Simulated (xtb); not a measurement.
anisole (C7H8O), SMILES O(c1ccccc1)C. All values are semi-empirical tight-binding results from xtb (GFN2-xTB unless named), good for trends rather than for accurate numbers. Coordinates come from a GFN2-xTB optimisation. Other conformers were not sampled.

Optimised geometry:

```xyz
16

C      0.3206    -2.7606     0.0000
O     -0.6633    -1.7564     0.0000
C     -0.2647    -0.4523     0.0000
C     -1.2904     0.4943     0.0000
C     -0.9959     1.8412     0.0000
C      0.3231     2.2693     0.0000
C      1.3398     1.3337     0.0000
C      1.0572    -0.0230     0.0000
H     -0.2217    -3.7049     0.0000
H      0.9515    -2.7070    -0.8936
H      0.9515    -2.7070     0.8936
H     -2.3101     0.1426     0.0000
H     -1.7992     2.5631     0.0000
H      0.5534     3.3238     0.0000
H      2.3712     1.6553     0.0000
H      1.8725    -0.7296     0.0000
```

```yaml
point_group_as_xtb_finds_it: Cs
orbital_gap: 4.27 eV
dipole_moment: 1.41 D
zero_point_energy: 80.9 kcal/mol
G − E(el) at 298.15 K (modified RRHO): 61.3 kcal/mol
static polarisability (D4 model): 84.3 bohr³
solvation energy, GFN2-xTB/ALPB(water): -1.5 kcal/mol
solvation energy, GFN2-xTB/ALPB(acetone): -6.9 kcal/mol
```

**Question.** Give the IR lines (harmonic; lines under 4 % of the strongest left out, lines within 3 cm⁻¹ merged). (The exact figures need the calculation; the answer reports its results.)

**Answer.** ν (cm⁻¹): 757 (m), 793 (m), 1064 (m), 1194 (m), 1249 (vs), 1284 (w), 1332 (w), 1473 (s), 1589 (w), 1605 (m), 2927 (m), 2942 (m), 3026 (w), 3075 (w), 3081 (w), 3094 (m), 3101 (m), 3106 (w) (against the strongest line: vs over 80 %, s over 45 %, m over 15 %, w over 4 %, vw less)

**Question.** Give the atomic charges and the Wiberg bond orders between heavy atoms. (Estimate from the structure and the level; the computed values follow.)

**Answer.** charges (e) C1 0.04, O2 -0.27, C3 0.14, C4 -0.05, C5 -0.03, C6 -0.04, C7 -0.03, C8 -0.07, H9 0.06, H10 0.04, H11 0.04, H12 0.05, H13 0.04, H14 0.03, H15 0.03, H16 0.03. Bond orders C1–O2 0.99, O2–C3 1.06, C3–C4 1.35, C4–C5 1.47, C5–C6 1.42, C6–C7 1.45, C3–C8 1.38, C7–C8 1.43.
